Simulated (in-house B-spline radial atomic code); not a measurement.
A fraction x of an electron is removed from 5p in Cs, starting from [Xe] 6s1 and keeping the highest spin. All numbers are computed (scalar-relativistic (X2C) TPSS, spin-polarised, spherical fractional occupations; Fermi nucleus of rms radius 4.8041 fm) with a B-spline radial code for spherical atoms, not measured.

```tsv
x	E(x) - E(0) (eV)	5p down level (eV)
0	0.0000	-13.678
0.04	0.5533	-13.986
0.13	1.8435	-14.689
0.32	?	?
0.44	6.7847	-17.214
0.5	?	?
0.6	9.6467	-18.567
0.67	10.9674	-19.169
0.79	13.3301	-20.211
0.97	17.1107	-21.800
1	17.7687	-22.068
```

(1) What belongs in the row x = 0.32?

(2) What belongs in the row x = 0.5?

(3) Check Janak's theorem between x = 0.04 and 0.13.

Answers

(1) An energy change of 4.7789 eV; 5p down at -16.220 eV.

(2) An energy change of 7.8326 eV; 5p down at -17.718 eV.

(3) The slope of the energy is 14.34 eV; the orbital levels give 14.34 eV (-ε of the emptying orbital, averaged over the two points).
